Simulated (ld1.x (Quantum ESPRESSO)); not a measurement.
**indium (In): excitation energies, all-electron against RRKJ**

* Element: In
* Generator: ld1.x (Quantum ESPRESSO) 7.5
* Type: norm-conserving RRKJ (Kleinman–Bylander form)
* Functional: revPBE
* Relativity: scalar-relativistic
* Frozen core: [Kr]
* Valence charge: 13
* Reference configuration: 4d10 5s2 5p1
* Partial waves: 5p (bound): rc 3.10 bohr; 4d (bound): rc 1.45 bohr; 5s (bound): rc 1.60 bohr
* Local potential: the s channel
* Core correction: a·sin(br)/r model core inside 0.80 bohr
* rho0: 0.02

Energies are relative to the spin-unpolarised reference configuration 4d10 5s2 5p1; without spin polarisation the order of configurations can differ from experiment.

(1) Give the all-electron excitation energy and the error of the potential for: 4d10 5s2 5p0; 4d10 5s1 5p0; 4d10 5s0 5p0; 4d10 5s1 5p1; 4d10 5s1 5p2; 4d10 5s2 5p0.5; 4d9 5s2 5p1.

Levels in the configuration 4d10 5s1 5p2:

```csv
level,all-electron (eV),pseudo (eV)
4d,-20.229,-20.286
5s,-9.119,-9.124
5p,-3.163,-3.161
```

Results:

(1)

```csv
valence configuration,charge,ΔE all-electron (eV),error AE − PS (meV)
4d10 5s2 5p0,+1,5.280,-2.1
4d10 5s1 5p0,+2,24.363,-2.1
4d10 5s0 5p0,+3,52.491,-37
4d10 5s1 5p1,+1,11.858,-1.6
4d10 5s1 5p2,0,5.823,-3.8
4d10 5s2 5p0.5,+0.5,1.903,-0.6
4d9 5s2 5p1,+1,25.090,-112
```
